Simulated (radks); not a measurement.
Coherent X-ray form factor from a spherical all-electron density. Method: non-relativistic Kohn-Sham, TPSS, spin-unpolarised, spherical densities, point nucleus; meta-GGA in the generalised Kohn-Sham scheme; computed with a radial shooting solver on a logarithmic mesh with Libxc functionals.

| sin(theta)/lambda (1/angstrom) | f0 (electrons) |
|---|---|
| 0.05 | 75.031 |
| 0.1 | 72.447 |
| 0.15 | 68.930 |
| 0.2 | 65.062 |
| 0.25 | 61.190 |
| 0.3 | 57.487 |
| 0.4 | 50.854 |
| 0.5 | 45.291 |
| 0.6 | 40.598 |
| 0.8 | 32.923 |
| 1 | 26.826 |
| 1.25 | 21.244 |
| 1.5 | 17.672 |
| 2 | 13.807 |

The species is in the configuration that NIST lists as its ground one. Which atom or ion scatters so?

Answer. The iridium ion Ir+, [Xe] 4f14 5d7 6s1. Extrapolating in s^2 from the first two rows gives f0(0) = 75.9, near the electron count 76; among species with that count, the fall with angle is slower the higher Z, and the table is that of Z = 77; from so few rows the species is fixed only to a neighbour or two.
